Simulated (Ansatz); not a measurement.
C5H7Br (SMILES C[C@H]1C=C(Br)C1), singlet, at a GFN2-xTB geometry; Ansatz (an electronic-structure program) with PBE0/def2-TZVPPD.

Here is a job for Ansatz.
Ansatz 0.2 input:
```yaml
crystal:
  periodic: [false, false, false]
  atoms:
    - {symbol: C, position_ang: [-3.25969170, -0.20025991, 0.28630236]}
    - {symbol: C, position_ang: [-1.92272353, -0.43612632, 0.96681720]}
    - {symbol: C, position_ang: [-0.88023487, -1.15702036, 0.13929052]}
    - {symbol: C, position_ang: [-0.05759085, -0.11379235, 0.15541414]}
    - {symbol: Br, position_ang: [1.65534692, 0.21499090, -0.55947178]}
    - {symbol: C, position_ang: [-0.94348575, 0.77440564, 0.97679253]}
    - {symbol: H, position_ang: [-3.86958810, 0.48011678, 0.87633851]}
    - {symbol: H, position_ang: [-3.79624946, -1.13996900, 0.17643817]}
    - {symbol: H, position_ang: [-3.11169694, 0.22971312, -0.70163624]}
    - {symbol: H, position_ang: [-2.06953863, -0.87426994, 1.95626527]}
    - {symbol: H, position_ang: [-0.84965840, -2.13867726, -0.29196376]}
    - {symbol: H, position_ang: [-0.54789219, 1.05240992, 1.95214562]}
    - {symbol: H, position_ang: [-1.31015804, 1.66275487, 0.46622418]}
basis:
  gaussian:
    orbitals: def2-TZVPPD.json
hamiltonian:
  xc: pbe0
```
The basis file holds def2-TZVPPD in the JSON format of the Basis Set Exchange.

Problem. Predict the main parts of the log of this Ansatz run.

Solution. 
```
Functional definition: PBE0
1755 factors; their error is unknown
mean field evaluation 1: about -75318.1996 eV, gradient 7.4e1 eV
mean field evaluation 2: about -75297.2260 eV, gradient 1.2e2 eV
mean field evaluation 4: about -75331.1575 eV, gradient 9.4e0 eV
mean field evaluation 8: about -75331.3551 eV, gradient 1.6e-1 eV
mean field evaluation 16: about -75331.6455 eV, gradient 4.9e-4 eV
mean field -75331.64546080 eV, -2768.3869090610 hartree, gradient 5.6e-5 eV, S^2 0.000000; 0 other end points of the search recorded, 0 dependent functions left out
reference -75331.64550727 eV, -2768.3869107688 hartree; 36, 36 occupied and 325, 325 virtual orbitals, 1755 factors
Total energy: -75331.64550727 eV, -2768.3869107688 hartree
```
